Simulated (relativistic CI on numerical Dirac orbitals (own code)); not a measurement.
# How well does a small relativistic CI reproduce As?

Method of calculation: Dirac-Coulomb-Breit CI, KLI orbitals optimised for each configuration, model QED, valence Slater integrals scaled by 0.85, configuration energies shifted to the measured levels that pair with them (semi-empirical) (own radial code, finite nucleus).

Configurations in the expansion (outside the closed core [Ar] 3d10): 4s2 4p3, 4s2 4p2 5s, 4s2 4p2 4d, 4s 4p4, 4s2 4p2 5p, 4s2 4p2 6s, 4s2 4p2 6p, 4s2 4p2 5d, 4s2 4p2 4f, 4s2 4p 4d2, 4s2 4p2 6d, 4s2 4p2 5f, 4s2 4p2 5g, 4s2 4p2 6f. Levels of other configurations are missing.

```
Configuration  Term (tabulated)    J  Measured (cm⁻¹)  Computed  Error  Purity (%)
      4s2 4p3               4S°  3/2              0.0         0      0          99
      4s2 4p3               2D°  3/2          10592.7     11960   1367          96
      4s2 4p3               2D°  5/2          10914.9     12261   1346         100
      4s2 4p3               2P°  1/2          18186.3     19714   1528          99
      4s2 4p3               2P°  3/2          18647.7     20197   1550          95
   4s2 4p2 5s                4P  1/2          50693.9     50395   -299          96
   4s2 4p2 5s                4P  3/2          51610.4     51300   -310          97
   4s2 4p2 5s                4P  5/2          52898.1     52615   -283          98
   4s2 4p2 5s                2P  1/2          53135.8     53136      0          94
   4s2 4p2 5s                2P  3/2          54605.5     54652     47          92
   4s2 4p2 5s                2D  5/2          60815.2     61462    647          91
   4s2 4p2 5s                2D  3/2          60835.0     61512    677          94
```

Measured levels from NIST Handbook of Basic Atomic Spectroscopic Data (Sansonetti and Martin, J. Phys. Chem. Ref. Data 34, 1559 (2005)); pairs were made by configuration, J and term (by order where the table uses no LS term), so strongly mixed levels may be paired wrongly.

Mean error by configuration (cm⁻¹): 4s2 4p3 1448; 4s2 4p2 5s 68. Over the excited levels the mean absolute error is 732 cm⁻¹ (11 of the 11 excited levels that our extract of the source holds in range could be paired), and the median relative error of those above 1,000 cm⁻¹ is 1.1 %, both after the shifts were fitted to these levels, so that a configuration with one level shows no error.

Configurations whose levels could be paired with our table of measured levels were shifted onto them, all but the ground configuration, by the median error of their levels; single terms can still be off by 1,000 to 2,000 cm⁻¹ or more, and rates follow the energies as ν³ (E1, M1) or ν⁵ (E2). The others borrow a shift and can be off by several thousand cm⁻¹ or more. The fine structure of a lone outer electron comes out too small, for d and f at times inverted, and misplaced configurations move strength between like terms. 11 of the 11 excited levels that our extract of the measured tables holds in this range could be paired (the sources list more); they are missed by 732 cm⁻¹ on average and 1550 at most, after the shifts were fitted to these levels, and levels without a partner can miss by more.

Shifts applied (cm⁻¹): 4s2 4p3 0; 4s2 4p2 5s -1783.
